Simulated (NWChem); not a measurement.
System: SiH2SO, singlet; SMILES O[Si]S

The following NWChem deck was run.

```
start job
memory heap 200 mb stack 900 mb global 1100 mb
geometry units angstroms noautoz
  Si    -0.688194    -0.671439     0.000000
  O      0.686112    -1.608783     0.000000
  H      1.572412    -1.227890     0.000000
  S      0.223021     1.308121     0.000000
  H     -0.959798     1.960629     0.000000
end
basis spherical
  * library def2-svpd
end
dft
  xc b3lyp
  iterations 150
end
tddft
  cis
  nroots 6
  notriplet
end
task tddft energy
```

Excerpt of the output:

```
             Northwest Computational Chemistry Package (NWChem) 7.3.0
             --------------------------------------------------------

 CS  symmetry detected

                             Geometry "geometry" -> ""
                             -------------------------

 Output coordinates in angstroms (scale by  1.889725989 to convert to a.u.)

  No.       Tag          Charge          X              Y              Z
 ---- ---------------- ---------- -------------- -------------- --------------
    1 Si                  14.0000    -0.68351698    -0.66202977     0.00000000
    2 O                    8.0000     0.69864008    -1.58775792     0.00000000
    3 H                    1.0000     1.58169846    -1.19940877     0.00000000
    4 S                   16.0000     0.21098206     1.32513958     0.00000000
    5 H                    1.0000    -0.97729423     1.96765569     0.00000000

 Effective nuclear repulsion energy (a.u.)     133.7483611820

      Symmetry information
      --------------------

 Group name             Cs
 Group number              2
 Group order               2
 No. of unique centers     5

                                 NWChem DFT Module
                                 -----------------

 Summary of "ao basis" -> "ao basis" (spherical)
 ------------------------------------------------------------------------------
       Tag                 Description            Shells   Functions and Types
 ---------------- ------------------------------  ------  ---------------------
 Si                        def2-svpd                10       24   5s3p2d
 O                         def2-svpd                 9       23   4s3p2d
 H                         def2-svpd                 4        8   2s2p
 S                         def2-svpd                11       27   5s4p2d

      Symmetry analysis of basis
      --------------------------

        a'         64
        a"         26

            General Information
            -------------------
          SCF calculation type: DFT
          Wavefunction type:  closed shell.
          No. of atoms     :     5
          No. of electrons :    40
           Alpha electrons :    20
            Beta electrons :    20
          Charge           :     0
          Spin multiplicity:     1
          Use of symmetry is: off; symmetry adaption is: on
          Maximum number of iterations: 150
          AO basis - number of functions:    90
                     number of shells:    38
          Convergence on energy requested:  1.00D-06
          Convergence on density requested:  1.00D-05
          Convergence on gradient requested:  5.00D-04

              XC Information
              --------------
                         B3LYP Method XC Potential
                     Hartree-Fock (Exact) Exchange  0.200
                        Slater Exchange Functional  0.800 local
                    Becke 1988 Exchange Functional  0.720 non-local
              Lee-Yang-Parr Correlation Functional  0.810
                  VWN I RPA Correlation Functional  0.190 local

             Grid Information
             ----------------
          Grid used for XC integration:  medium
          Radial quadrature: Mura-Knowles
          Angular quadrature: Lebedev.
          Tag              B.-S. Rad. Rad. Pts. Rad. Cut. Ang. Pts.
          ---              ---------- --------- --------- ---------
          Si                  1.10       88          11.0       590
          O                   0.60       49          12.0       434
          H                   0.35       45          12.0       434
          S                   1.00       88          11.0       590
          Grid pruning is: on
          Number of quadrature shells:   315
          Spatial weights used:  Erf1

      Superposition of Atomic Density Guess
      -------------------------------------

 Sum of atomic energies:        -761.78340442

      Non-variational initial energy
      ------------------------------

 Total energy =    -762.414490
 1-e energy   =   -1319.741222
 2-e energy   =     423.578370
 HOMO         =      -0.250362
 LUMO         =      -0.025806

      Symmetry analysis of molecular orbitals - initial
      -------------------------------------------------

  Numbering of irreducible representations:

     1 a'          2 a"

  Orbital symmetries:

     1 a'          2 a'          3 a'          4 a'          5 a'
     6 a'          7 a"          8 a'          9 a'         10 a'
    11 a"         12 a'         13 a'         14 a'         15 a'
    16 a"         17 a'         18 a'         19 a"         20 a'
    21 a"         22 a'         23 a'         24 a'         25 a'
    26 a"         27 a'         28 a'         29 a'         30 a'

[...]

                                NWChem TDDFT Module
                                -------------------

            General Information
            -------------------
           No. of orbitals :     180
            Alpha orbitals :      90
             Beta orbitals :      90
        Alpha frozen cores :       0
         Beta frozen cores :       0
     Alpha frozen virtuals :       0
      Beta frozen virtuals :       0
         Spin multiplicity :       1
    Number of AO functions :      90
        Use of symmetry is : off
      Symmetry adaption is : on
         Schwarz screening :  0.10D-07

              XC Information
              --------------
                  B3LYP Method XC Potential
              Hartree-Fock (Exact) Exchange   0.20
                 Slater Exchange Functional   0.80 local
             Becke 1988 Exchange Functional   0.72 non-local
       Lee-Yang-Parr Correlation Functional   0.81
           VWN I RPA Correlation Functional   0.19 local

             TDDFT Information
             -----------------
          Calculation type : Tamm-Dancoff TDDFT
         Wavefunction type : Restricted singlets
          No. of electrons :      40
           Alpha electrons :      20
            Beta electrons :      20
              No. of roots :       6
          Max subspacesize :    5200
            Max iterations :     100
               Target root :       1
           Target symmetry : none
      Symmetry restriction : off
                 Algorithm : Optimal
        Davidson threshold :  0.10D-03

    6 smallest eigenvalue differences (eV)
--------------------------------------------------------
  No. Spin  Occ  Vir  Irrep   E(Occ)    E(Vir)   E(Diff)
--------------------------------------------------------
    1    1   20   21 a"       -0.255    -0.074     4.934
    2    1   19   21 a'       -0.285    -0.074     5.750
    3    1   20   22 a'       -0.255    -0.021     6.377
    4    1   20   23 a'       -0.255    -0.004     6.842
    5    1   19   22 a"       -0.285    -0.021     7.193
    6    1   20   24 a'       -0.255     0.018     7.445
--------------------------------------------------------

  Entering Davidson iterations
  Restricted singlet excited states

  Iter   NTrls   NConv    DeltaV     DeltaE      Time
  ----  ------  ------  ---------  ---------  ---------
    1      6       0     0.12E+00   0.10+100        8.7
    2     12       0     0.23E-01   0.29E-01        8.5
    3     18       0     0.68E-02   0.73E-03        8.3
    4     24       0     0.31E-02   0.15E-03       12.4
    5     30       3     0.34E-01   0.35E-02       12.4
    6     33       5     0.14E-01   0.33E-02        9.5
    7     34       5     0.19E-01   0.14E-02        7.7
    8     35       5     0.91E-02   0.24E-02        7.1
    9     36       5     0.15E-02   0.17E-03        8.2
   10     37       5     0.26E-03   0.42E-05        8.0
   11     38       6     0.63E-04   0.13E-06        8.9
  ----  ------  ------  ---------  ---------  ---------
  Convergence criterion met

  Ground state a'       -763.932378504705 a.u.

  ----------------------------------------------------------------------------
  Root   1 singlet a"             0.161306404 a.u.                4.3894 eV
  ----------------------------------------------------------------------------
     Transition Moments    X -0.00000   Y -0.00000   Z -0.65568
     Dipole Oscillator Strength                    0.0462319854
     Electric Quadrupole                           0.0000002849
     Magnetic Dipole                               0.0000029719
     Total Oscillator Strength                     0.0462352421

     Occ.   15  a'  ---  Virt.   21  a"      -0.06590
     Occ.   16  a'  ---  Virt.   21  a"       0.07754
     Occ.   18  a'  ---  Virt.   21  a"       0.12981
     Occ.   20  a'  ---  Virt.   21  a"       0.97717
  ----------------------------------------------------------------------------
  Root   2 singlet a'             0.188637828 a.u.                5.1331 eV
  ----------------------------------------------------------------------------
     Transition Moments    X  0.19075   Y  0.27314   Z -0.00000
     Dipole Oscillator Strength                    0.0139583650
     Electric Quadrupole                           0.0000000526
     Magnetic Dipole                               0.0000000436
     Total Oscillator Strength                     0.0139584612

     Occ.   18  a'  ---  Virt.   22  a'      -0.05340
     Occ.   19  a"  ---  Virt.   21  a"       0.87874
     Occ.   20  a'  ---  Virt.   22  a'      -0.40819
     Occ.   20  a'  ---  Virt.   23  a'       0.13286
     Occ.   20  a'  ---  Virt.   24  a'       0.13407
  ----------------------------------------------------------------------------
  Root   3 singlet a'             0.206835012 a.u.                5.6283 eV
  ----------------------------------------------------------------------------
     Transition Moments    X -0.17621   Y  0.48525   Z  0.00000
     Dipole Oscillator Strength                    0.0367505525
     Electric Quadrupole                           0.0000000393
     Magnetic Dipole                               0.0000000802
     Total Oscillator Strength                     0.0367506720

[...]
```

Level: B3LYP/def2-SVPD, TDA. Low-valent species are run as closed-shell singlets; no triplet was tried in these runs. Geometry: optimised at PBE0/def2-SVP.
